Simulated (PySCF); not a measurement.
C2H4BN3, SMILES C1C=NB(N)N=1.

The structure is a stationary point at B3LYP-D3(BJ)/def2-SVP. This is a generated structure with no PubChem entry under its InChIKey; it may be hypothetical. Other conformers were not sampled.

Two levels are set side by side: PBE/def2-TZVP (PySCF) and r2SCAN/def2-TZVP (PySCF). Same geometry, gas phase. Differences are taken from unrounded values.

```
quantity                     r2SCAN    PBE  PBE minus r2SCAN
---------------------------  ------  -----  ----------------
orbital gap (eV)               2.98   2.53             -0.45
highest occupied level (eV)   -6.34  -5.99              0.35
lowest empty level (eV)       -3.36  -3.46             -0.10
dipole moment (D)              0.54   0.71              0.17
mean polarisability (bohr³)    55.9   57.2               1.3
```

Rough cost on one machine, each run with all the roots and properties that it gave: r2SCAN against PBE about 4 times.
